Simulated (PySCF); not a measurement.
All values below come from PySCF with PBE-D3(BJ)/def2-TZVP // B3LYP-D3(BJ)/def2-TZVP. All species are isolated molecules in the gas phase. Excitations are Tamm–Dancoff values on a coarser integration grid. The basis has no diffuse functions, so Rydberg states are missing or too high.

Reference species (SMILES): `[SnH3][SnH3]` (neutral, multiplicity 1).

| Property | Value |
|---|---|
| HOMO–LUMO gap | 5.26 eV |
| T1 excitation (TDA) | 4.94 eV |

Changed species: `[BH3-][NH3+]`.

Question: Predict the effect on the HOMO–LUMO gap and T1 excitation (TDA).

Answer: the HOMO–LUMO gap rises by 0.32 eV, to 5.58 eV; the T1 excitation (TDA) rises by 0.56 eV, to 5.50 eV.
